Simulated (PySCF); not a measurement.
**Two-component Hartree-Fock for Ga (gallium, neutral)**

Start: [Ar] 3d10 4s1 4p1 4d1; 4s1/2 filled at m_j = +1/2; 4p3/2 filled at m_j = +3/2; 4d5/2 filled at m_j = +5/2. Calculated with PySCF 2.14 in x2c-SVPall-2c with one added diffuse shell each of s, p, d type (6s7p4d, 47 functions): generalised Hartree-Fock with the X2C-1e Hamiltonian and a Gaussian nucleus; one run each with spin-orbit coupling (SO) switched off, then screened by Boettger's factors. This is a chosen level, not necessarily the ground level.

| spinor shell | electrons | ε, spin-free (eV) | ε, screened SO (eV) | weight of nominal j (screened SO) | rms radius, screened SO (bohr) |
| --- | --- | --- | --- | --- | --- |
| 1s1/2 | 2 | -10441.8 | -10441.7 | 1.000 | 0.0561 |
| 2s1/2 | 2 | -1344.5 | -1344.5 | 1.000 | 0.236 |
| 2p1/2 | 2 | -1166.9 | -1185.9 | 1.000 | 0.209 |
| 2p3/2 | 4 | -1166.9 | -1157.7 | 1.000 | 0.212 |
| 3s1/2 | 2 | -183.17 | -183.21 | 1.000 | 0.700 |
| 3p1/2 | 2 | -127.42 | -130.07 | 0.999 | 0.731 |
| 3p3/2 | 4 | -127.42 | -126.18 | 1.000 | 0.740 |
| 3d3/2 | 4 | -36.029 | -36.365 | 0.957 | 0.891 |
| 3d5/2 | 6 | -36.029 | -35.865 | 0.972 | 0.895 |
| 4s1/2 | 1 | -16.480 | -16.493 | 0.999 | 2.49 |
| 4p3/2 | 1 | -9.243 | -9.196 | 1.000 | 3.34 |
| 4d5/2 | 1 | -1.149 | -1.156 | 1.000 | 4.96 |

| quantity | spin-free | screened SO |
| --- | --- | --- |
| E (hartree) | -1941.49833 | -1941.54656 |
| M_J | 9/2 | 9/2 |
| ⟨J²⟩ | 24.756 | 24.756 |
| ⟨L²⟩ | 12.004 | 12.006 |
| ⟨S²⟩ | 3.751 | 3.753 |

Each row is a mean over spinors that exchange with the open shell spreads, by up to 0.502 eV (3s1/2).

Without spin-orbit coupling the j labels of p, d and f shells carry no meaning; the spin-free column gives the mean over the occupied spinors of each nl shell.
